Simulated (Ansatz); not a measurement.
Relaxation of C₂H₃NTe (7 atoms, charge 0, multiplicity 1), to a largest force component of 0.015 eV/Å in at most 40 steps.

Level of theory: RKS B3LYP-D4/def2-SVP (Ansatz).

```xyz
7
Properties=species:S:1:pos:R:3:forces:R:3
Te -1.577 0.114 -1.622 -0.92 1.05 0.17
C -0.282 -0.330 -0.076 -0.19 -2.91 5.27
N -0.044 -0.921 1.151 -3.91 1.13 -4.28
C 1.034 -0.284 0.461 1.58 1.50 -0.55
H -2.009 1.645 -0.855 0.30 -1.03 -0.55
H 1.236 0.704 0.897 1.61 -0.13 -0.17
H 1.703 -0.996 -0.003 1.54 0.38 0.10
```

**Question.** Where does it end, and by what steps?

**Answer.** The run converged. After 10 steps the energy has fallen by 1.274 eV; H5 moved furthest, 0.94 Å.

```csv
step,energy less start (eV),largest force component (eV/Å),accepted
0,0.0000,5.270,yes
1,-0.8532,2.734,yes
2,-1.0557,1.529,yes
3,-1.0794,0.173,yes
4,-1.1091,0.288,yes
5,-1.1471,0.775,yes
6,-1.2162,0.315,yes
7,-1.2526,0.232,yes
8,-1.2711,0.204,yes
9,-1.2727,0.162,yes
10,-1.2737,0.014,yes
```

```xyz
7
Properties=species:S:1:pos:R:3
Te -2.142 0.190 -0.955
C -0.411 -0.386 0.081
N -0.011 -1.308 0.834
C 0.976 -0.189 0.477
H -1.379 1.553 -1.548
H 1.233 0.521 1.274
H 1.794 -0.450 -0.208
```

Whether the end is a true minimum wasn't checked by a vibrational analysis.

The run took 79 s on 1 thread of AMD EPYC (Zen 3), on a shared host, peak memory 0.19 GiB.
